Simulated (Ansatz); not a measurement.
Consider the formal exchange of groups at the In–O bond: `NC[O][InH2]` + `NC([AsH2])C=O` → `N[CH]([AsH2])[InH2]` + `NCOC=O`.

Gas-phase electronic energies from Ansatz, PBE0-D4/def2-TZVP geometries. CBS: MP2 limit from def2 TZ/QZ plus the TZ coupled-cluster correction, frozen cores. Functionals use def2-TZVPP. B3LYP here is the variant with VWN-RPA as its local correlation; programs differ in this. Elements past krypton have def2 core potentials. For As, In outer-core shells are correlated without core-valence functions, which leaves a few kJ/mol of doubt a bond. Scalar relativity is left out up to krypton. Each species was taken in one conformer, which may not be the lowest.

(1) Is it downhill or uphill in electronic energy at CCSD(T)/CBS, and by how much? (Estimate.)

(2) What do these levels give: PBE-D4, r2SCAN-D4, B3LYP-D4, ωB97X-V, PBE, r2SCAN, B3LYP, MP2/def2-TZVPP, SCS-MP2/def2-QZVPP, HF/CBS(def2), MP2/CBS(def2), CCSD/CBS(def2)? (Best estimate.)

Largest T1 diagnostic among the species: 0.016.

Results:

(1) The calculation gave: Uphill: ΔE = +0.27 eV.

(2) Computed: PBE-D4 0.15, r2SCAN-D4 0.19, B3LYP-D4 0.24, ωB97X-V 0.26, PBE 0.16, r2SCAN 0.19, B3LYP 0.25, MP2/def2-TZVPP 0.24, SCS-MP2/def2-QZVPP 0.30, HF/CBS(def2) 0.34, MP2/CBS(def2) 0.25, CCSD/CBS(def2) 0.29 eV.

In def2-TZVPP, CCSD(T) changes the Hartree–Fock value by −0.07 eV (the triples alone add −0.02 eV) and MP2 by −0.09 eV.
